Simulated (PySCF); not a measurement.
PySCF was given this input:
```python
from pyscf import gto, scf, dft

mol = gto.Mole()
mol.atom = '''
    Cl    3.07597470   -0.77040127   -0.22727612
    B     1.43084333   -0.29369213   -0.10388484
    N     0.96159972    0.99837247   -0.03585883
    B    -0.34415575    1.42193598    0.06336139
    Cl   -0.87855374    3.05185431    0.14533252
    N    -1.33340479    0.36585973    0.09942782
    B    -0.95919836   -0.99587928    0.03576928
    Cl   -2.15816795   -2.24069894    0.08047982
    N     0.41266650   -1.32180818   -0.06509275
    H    -2.30512899    0.63343657    0.17191337
    H     0.71435169   -2.28504715   -0.11259200
'''
mol.basis = '3-21g'
mol.spin = 1
mol.verbose = 5
mol.build()

mf = dft.UKS(mol)
mf.xc = 'pbe'
mf.kernel()
mf.analyze()
```

Question: What is the computed <S^2> (PBE/3-21G run with PySCF)?

Answer: 0.753

Question: What nuclear repulsion energy does PBE/3-21G give?

Answer: 588.9976 Eh

Question: Give the dipole moment at the level PBE/3-21G.

Answer: 1.03 D

Question: Predict the number of basis functions from PBE/3-21G.

Answer: 97

Question: Give the HOMO energy at the level PBE/3-21G.

Answer: -7.18 eV

These values belong to the state on which the SCF converged, which isn't shown to be the lowest.
